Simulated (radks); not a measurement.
Values are calculated unless marked as measured or tabulated.
How relativity changes the ionisation of the tin ion Sn14+ ([Kr]) to Sn15+ ([Ar] 3d10 4s2 4p5). Spin-unpolarised spherical Kohn-Sham, PBEsol, point nucleus unless stated (finite: rms radius 4.6519 fm), a radial shooting solver on a logarithmic mesh with Libxc functionals. A level marked "c x" has the speed of light scaled by that factor and shares open shells by 2j + 1; other Dirac levels either fill j = l - 1/2 first or share by 2j + 1.

level,E(Sn14+) (hartree),E(Sn15+) (hartree),IE (eV),HOMO,<r> HOMO (bohr)
non-rel.,-5954.17806,-5940.19797,380.42,4p,0.7996
scalar-rel.,-6106.70107,-6092.59062,383.96,4p,0.7907
"scalar-rel., finite nucleus",-6106.54002,-6092.42953,383.97,4p,0.7907
"Dirac, 2j+1 shares",-6108.50687,-6094.38875,384.17,4p3/2,0.7967
"Dirac, low j first",-6108.50687,-6094.51348,380.78,4p3/2,0.7967
"Dirac, 2j+1 shares, finite nucleus",-6108.34534,-6094.22718,384.17,4p3/2,0.7967
"Dirac, c x 0.75",-6244.60938,-6230.37404,387.36,4p3/2,0.7947
"Dirac, c x 2",-5990.87132,-5976.85789,381.32,4p3/2,0.7989
"Dirac, c x 100",-5954.19250,-5940.21240,380.42,4p3/2,0.7996

NIST Atomic Spectra Database: 379 eV (theoretical). The relativistic part of the total energy of Sn14+ is -154.2 hartree (Dirac, 2j+1 shares, finite nucleus), 2.6 % of the non-relativistic value. Spin polarisation and multiplet splitting of open shells are left out at every level.

Beside tabulated values, note that relativity, absent from the non-relativistic runs, is large for the heavy elements, and spin-unpolarised runs miss the spin-polarisation part of the exchange energy of open shells.
